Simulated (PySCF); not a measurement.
**Sn⁺ (tin, charge +1): TPSS calculation**

Configuration: [Kr] 4d10 5s2 5p1, 2P determinant. Computed with PySCF 2.14 in cc-pVDZ-PP with ECP28MDF, with a scalar-relativistic core potential.

```json
{
  "Total energy": "-213.8892 hartree",
  "One-electron energy": "-369.7018 hartree",
  "Hartree (Coulomb) energy": "173.5108 hartree",
  "Exchange-correlation energy": "-17.6982 hartree",
  "⟨S²⟩": "0.7520",
  "⟨L²⟩": "2.006",
  "Sum of ⟨r⟩": "25.61 bohr",
  "Sum of ⟨r²⟩": "42.90 bohr²",
  "Traceless quadrupole moment −½Σ⟨3z² − r²⟩ along its main axis": "-3.81 e·bohr²",
  "Time after the integrals": "0.33 s of wall time on 1 thread of Neoverse-V2 (shared host)"
}
```

```
shell  electrons  mean orbital energy (eV)  spread (eV)  rms radius, mean of both spins (bohr)
 4s α          1                   -142.10            0                                  0.878
 4s β          1                   -142.05            0                                  0.878
 4p α          3                   -97.789        0.424                                  0.953
 4p β          3                   -97.736        0.527                                  0.953
 4d α          5                   -33.625        0.454                                   1.19
 4d β          5                   -33.516        0.612                                   1.19
 5s α          1                   -18.150            0                                   2.45
 5s β          1                   -17.341            0                                   2.45
 5p α          1                   -10.687            0                                   3.12
```

Energies and moments cover only the electrons outside the core potential.
